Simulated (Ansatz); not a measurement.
Molecule: C3H6F, charge 0, multiplicity 2. It need not be the lowest isomer of its formula. 
Geometry from a B3LYP-D3(BJ)/def2-TZVP (Ansatz, a quantum-chemistry and plane-wave program) optimisation:
```xyz
10

C      1.6356     0.0549     0.1152
C      0.4682    -0.7509    -0.3229
C     -0.8460    -0.3094     0.2934
F     -1.1329     1.0068    -0.0840
H      1.5226     1.1106     0.3166
H      2.6330    -0.3600     0.0932
H      0.3543    -0.7067    -1.4179
H      0.6156    -1.8100    -0.0849
H     -0.8019    -0.3293     1.3846
H     -1.6741    -0.9328    -0.0505
```
Charge 0, spin multiplicity 2.

Basis-set convergence of Hartree-Fock and CCSD correlation energies (hartree) with Ansatz. Cores are frozen in the correlated levels unless marked. Open shells are spin-unrestricted. Spin-orbit coupling is left out. Non-relativistic.

```tsv
basis	functions	E(HF)	E(corr, CCSD)
cc-pVDZ	86	-216.49604	-0.63173
cc-pVTZ	204	?	?
```

Complete the blanks.


- cc-pVTZ, E(HF): -216.56462
- cc-pVTZ, E(corr, CCSD): -0.77946
